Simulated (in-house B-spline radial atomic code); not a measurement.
## Rh IV (Rh3+): [Kr] 4d5 4f1 (an excited or competing configuration)

All numbers are computed (non-relativistic Hartree-Fock with fractional occupations, spin-polarised, spherical fractional occupations; point nucleus) with an all-electron radial atomic-structure program (B-spline basis), not measured.

Effective charges: Z_r = [3n² - l(l+1)]/(2<r>) from the radius, Z_e = n√(-2ε) from the energy, and Slater's rules. Values are occupation-weighted means over spin.

```json
{"shell": "1s", "electrons": "2", "ε (eV)": "-22743", "<r> (bohr)": "0.03384", "Z_r": "44.32", "Z_e": "40.88", "Slater": "44.70"}
{"shell": "2s", "electrons": "2", "ε (eV)": "-3355.9", "<r> (bohr)": "0.147", "Z_r": "40.82", "Z_e": "31.41", "Slater": "40.85"}
{"shell": "2p", "electrons": "6", "ε (eV)": "-3106.1", "<r> (bohr)": "0.126", "Z_r": "39.68", "Z_e": "30.22", "Slater": "40.85"}
{"shell": "3s", "electrons": "2", "ε (eV)": "-670.09", "<r> (bohr)": "0.4002", "Z_r": "33.73", "Z_e": "21.05", "Slater": "33.75"}
{"shell": "3p", "electrons": "6", "ε (eV)": "-569.44", "<r> (bohr)": "0.3937", "Z_r": "31.75", "Z_e": "19.41", "Slater": "33.75"}
{"shell": "3d", "electrons": "10", "ε (eV)": "-385.44", "<r> (bohr)": "0.3686", "Z_r": "28.48", "Z_e": "15.97", "Slater": "23.85"}
{"shell": "4s", "electrons": "2", "ε (eV)": "-140.22", "<r> (bohr)": "0.9981", "Z_r": "24.05", "Z_e": "12.84", "Slater": "17.25"}
{"shell": "4p", "electrons": "6", "ε (eV)": "-106.09", "<r> (bohr)": "1.068", "Z_r": "21.53", "Z_e": "11.17", "Slater": "17.25"}
{"shell": "4d", "electrons": "5", "ε (eV)": "-57.903", "<r> (bohr)": "1.292", "Z_r": "16.25", "Z_e": "8.25", "Slater": "7.60"}
{"shell": "4f", "electrons": "1", "ε (eV)": "-9.9784", "<r> (bohr)": "4.213", "Z_r": "4.27", "Z_e": "3.43", "Slater": "4.00"}
```

The least bound orbital is 4f up at -9.978 eV, and it is also the most diffuse (<r> = 4.213 bohr).

Caution: exact exchange at fractional occupations of open shells leaves self-interaction of up to several eV.
